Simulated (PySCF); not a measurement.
**Excitation energy of Ca by level of theory**

Ca [Ar] 4s2 (1S) → Ca [Ar] 4s1 4p1 (3P), as a difference of total energies. Computed with PySCF 2.14 in aug-cc-pwCVTZ-X2C with one added diffuse shell each of s, p, d, f type (10s9p7d4f, 100 functions), with the spin-free X2C one-electron Hamiltonian (Gaussian nucleus). Correlated levels: valence: [Ar] frozen; valence and next inner shell: [Ne] frozen; nothing frozen. The calculations carry no spin-orbit coupling.

```tsv
method	excitation energy (cm⁻¹)
UHF	8278.4
LDA	15786
PBE	14476
PBE0	13688
r2SCAN	12408
BP86	14850
B3LYP	15653
PW91	14525
PBEsol	14314
MP2 (valence)	12368
SCS-MP2 (valence)	13525
MP2 (valence and next inner shell)	14709
SCS-MP2 (valence and next inner shell)	15355
MP2 (all electrons)	14745
SCS-MP2 (all electrons)	15383
```

Errors of the correlated levels include the incompleteness of this basis and the frozen core.

For comparison: 15263 cm⁻¹ (measured; NIST levels, between the centres of gravity of the two terms).
